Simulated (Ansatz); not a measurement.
Program: Ansatz. Geometries: PBE0-D4/def2-TZVP. ΔE: electronic, gas phase. CCSD(T)/CBS is the MP2 limit (def2-TZVPP, def2-QZVPP) plus CCSD(T) − MP2 in def2-TZVPP, frozen cores. This one scheme is used for every species. DFT in def2-TZVPP. Triplets are unrestricted, without spin–orbit coupling. Each species was taken in one conformer, which may not be the lowest.

Consider the formal loss of a carbene: `F[SiH2]BC[SiH3]` → `F[SiH2]B[SiH3]` + `[CH2]` (triplet).

`F[SiH2]BC[SiH3]`:

Cartesian coordinates in Å:
```
F 2.612 0.049 -2.141
Si 1.341 0.804 -1.506
B -0.103 -0.457 -0.899
C -1.178 0.011 0.086
Si -0.551 -0.583 1.784
H 0.792 1.710 -2.558
H 1.849 1.659 -0.396
H -0.113 -1.598 -1.270
H -1.313 1.092 0.194
H -2.148 -0.487 -0.012
H 0.843 -0.130 2.029
H -0.598 -2.064 1.857
H -1.433 -0.006 2.831
```

`F[SiH2]B[SiH3]`:

Z-matrix (Å, degrees):
```
Si
B 1 1.996
F 1 1.608 2 113.1
H 1 1.490 2 109.7 3 119.7
H 1 1.489 2 110.6 3 -120.1
Si 2 2.004 1 125.2 3 1.9
H 2 1.199 1 115.5 3 178.3
H 6 1.488 2 114.2 1 -157.3
H 6 1.496 2 103.7 1 85.4
H 6 1.487 2 113.4 1 -31.5
```

`[CH2]` (triplet):

Z-matrix (Å, degrees):
```
C
H 1 1.079
H 1 1.079 2 134.9
```

```json
{"level": "r2SCAN-D4", "ΔE (kJ/mol)": "487.5"}
{"level": "ωB97M-V", "ΔE (kJ/mol)": "516.7"}
{"level": "r2SCAN", "ΔE (kJ/mol)": "485.3"}
{"level": "PBE0", "ΔE (kJ/mol)": "498.5"}
{"level": "HF/def2-TZVPP", "ΔE (kJ/mol)": "354.7"}
{"level": "CCSD/def2-TZVPP", "ΔE (kJ/mol)": "484.8"}
{"level": "CCSD(T)/def2-TZVPP", "ΔE (kJ/mol)": "497.6"}
{"level": "MP2/CBS(def2)", "ΔE (kJ/mol)": "532.2"}
```

**Question.** What does CCSD(T)/CBS give? (Best estimate.)

**Answer.** The calculation gave: +510.0 kJ/mol. The listed levels differ from it by -22.5, 6.7, -24.7, -11.5, -155.3, -25.2, -12.4, 22.2 kJ/mol.

Largest T1 diagnostic among the species: 0.013.

The D4 term adds +12.5 kJ/mol with B3LYP and +6.7 kJ/mol with PBE0; it sums over pairs of atoms, weighted by their polarisabilities, and B3LYP, whose exchange is more repulsive, gets the larger term. From PBE to PBE0 (25 % exact exchange), in def2-TZVPP and without D4, ΔE moves by −5.8 kJ/mol. In def2-TZVPP, CCSD(T) changes the Hartree–Fock value by +142.9 kJ/mol (the triples alone add +12.8 kJ/mol) and MP2 by +165.1 kJ/mol.

B3LYP here is the variant with VWN-RPA as its local correlation; programs differ in this.
